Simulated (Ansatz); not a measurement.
Reaction (cleavage of the Si–Si bond): `FBO[SiH2][SiH3]` + `[SiH3]SS` → `[SiH3]SS[SiH3]` + `FBO[SiH3]`

Calculated with Ansatz (gas phase, PBE0-D4/def2-TZVP geometries, no zero-point term in ΔE). CCSD(T)/CBS adds triple-zeta CCSD(T) − MP2 to the extrapolated MP2 energy (def2 sets, frozen cores). Functionals use def2-TZVPP. Each species was taken in one conformer, which may not be the lowest.

```
          species  ωB97X-V energy (Eh)
`FBO[SiH2][SiH3]`           -782.59937
       `[SiH3]SS`          -1088.16737
 `[SiH3]SS[SiH3]`          -1378.84806
      `FBO[SiH3]`           -491.94088
```

(1) Work out ΔE.

Largest T1 diagnostic among the species: 0.013.

Results:

(1) ΔE = (-1378.84806) + (-491.94088) − (-782.59937) − (-1088.16737) = -0.02220 Eh = -58.3 kJ/mol. CCSD(T)/CBS gives -64.9 kJ/mol.

The D4 term adds −3.2 kJ/mol with B3LYP and −1.6 kJ/mol with PBE0; it sums over pairs of atoms, weighted by their polarisabilities, and B3LYP, whose exchange is more repulsive, gets the larger term. From PBE to PBE0 (25 % exact exchange), in def2-TZVPP and without D4, ΔE moves by −4.3 kJ/mol.

B3LYP here is the variant with VWN-RPA as its local correlation; programs differ in this.
